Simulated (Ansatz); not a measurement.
System: H₂S₂, charge 0, singlet. H2S2 (SMILES SS).
B3LYP-D3(BJ)/def2-TZVP minimum from Ansatz (a program for electronic structure):
```
S
H 1 1.3476
S 1 2.0719 2 98.52
H 3 1.3476 1 98.52 2 -90.39
```

Total energies in cc-pV(T+d)Z, 14 correlated electrons, 10 frozen orbitals. Radicals and triplets start from unrestricted determinants; spin-orbit coupling is neglected. Cores are frozen in correlated methods. No relativity.

| method | program | energy (Eh) | minus CCSDT(Q) (mEh) |
|---|---|---|---|
| HF | Ansatz | -796.26498 | 414.49 |
| MP2 | Ansatz | -796.62205 | 57.43 |
| CCSD | Ansatz | -796.65934 | 20.13 |
| CCSD(T) | Ansatz | -796.67732 | 2.16 |
| CCSDT(Q) | Ansatz | -796.67948 | 0.00 |

Rough core times of Ansatz's runs on a shared machine: CCSD(T) under 20 s, CCSDT(Q) 9 min.
